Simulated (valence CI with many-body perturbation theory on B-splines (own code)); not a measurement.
# Cs VI: fill in the table

Computed by valence CI with perturbative core correlation (CI+MBPT): four valence electrons over a frozen Dirac-Fock core [Kr] 4d10, radial functions for each j: 11 s, 11 p, 9 d, 7 f, 5 g, 2 h, 1 i, with the one-electron correlation potential Σ1 (screened to all orders), the two-electron term Σ2, the three-electron term Σ3, Breit, model QED; selected single and double excitations, second order for the rest, scaled by the run's own slope (own B-spline code, finite nucleus).

Against 29 measured levels this calculation errs by 322 cm⁻¹ on average and by 678 at most. These come from a selection out of Sansonetti, J. Phys. Chem. Ref. Data 38, 761 (2009). Levels without a partner in it may be off by more, other configurations by several thousand cm⁻¹.

```
             Level  E (eV)
      5s2 5p2 3P_0   0.000
      5s2 5p2 3P_1       ?
      5s2 5p2 3P_2   2.187
      5s2 5p2 1D_2   4.349
      5s2 5p2 1S_0       ?
      5s 5p3 5S°_2  13.205
      5s 5p3 3D°_1  16.316
      5s 5p3 3D°_2       ?
      5s 5p3 3D°_3  17.090
      5s 5p3 3P°_0       ?
      5s 5p3 3P°_1  19.104
      5s 5p3 3P°_2       ?
      5s 5p3 1D°_2  20.915
4f 5s2 5p 3G_3 [a]  21.604
      5s 5p3 3S°_1  21.861
    4f 5s2 5p 3F_3  22.006
    4f 5s2 5p 3G_4  22.170
    4f 5s2 5p 3F_2  22.214
   5s2 5p 5d 3F°_2       ?
   5s2 5p 5d 3F°_3  23.235
```

Names give the largest LS component (configuration and term), which can be under half, so a name can repeat, a term be missing and a line seem to break the LS rules; names also repeat where a configuration has a term twice. Letters in brackets count levels of one name in rising energy.

(1) The levels stand in rising order. What does the calculation give for the missing energies?

## Answers

(1) 5s2 5p2 3P_1 1.507; 5s2 5p2 1S_0 6.508; 5s 5p3 3D°_2 16.476; 5s 5p3 3P°_0 18.906; 5s 5p3 3P°_2 19.179; 5s2 5p 5d 3F°_2 22.548.
